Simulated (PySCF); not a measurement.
Ge(H)(NMe2) (C2H7GeN), SMILES C[N](C)[GeH] (connectivity only; charge and spin as stated), neutral, multiplicity 1. Atoms are numbered in the order given.

```xyz
11

Ge     0.0386     1.0566     0.0000
H     -1.5581     1.1915     0.0000
N     -0.0128    -0.7720     0.0000
C      1.2213    -1.5236     0.0000
C     -1.1830    -1.6168     0.0000
H      1.2966    -2.1764    -0.8900
H      1.2966    -2.1764     0.8900
H      2.0869    -0.8449     0.0000
H     -1.2009    -2.2755     0.8893
H     -1.2009    -2.2755    -0.8893
H     -2.0958    -1.0082     0.0000
```

Coordinates come from a PBE0-D3(BJ)/def2-SVP optimisation. The structure was generated by enumeration; whether it is a known compound was not checked.

Computed with PBE/def2-TZVP run with PySCF.

Atomic charges (e):

| atom | meta-Löwdin | Mulliken |
|---|---|---|
| Ge1 | 0.15 | 0.04 |
| H2 | -0.10 | -0.07 |
| N3 | -0.24 | -0.16 |
| C4 | -0.25 | -0.27 |
| C5 | -0.25 | -0.25 |
| H6 | 0.11 | 0.12 |
| H7 | 0.11 | 0.12 |
| H8 | 0.12 | 0.13 |
| H9 | 0.11 | 0.11 |
| H10 | 0.11 | 0.11 |
| H11 | 0.13 | 0.13 |
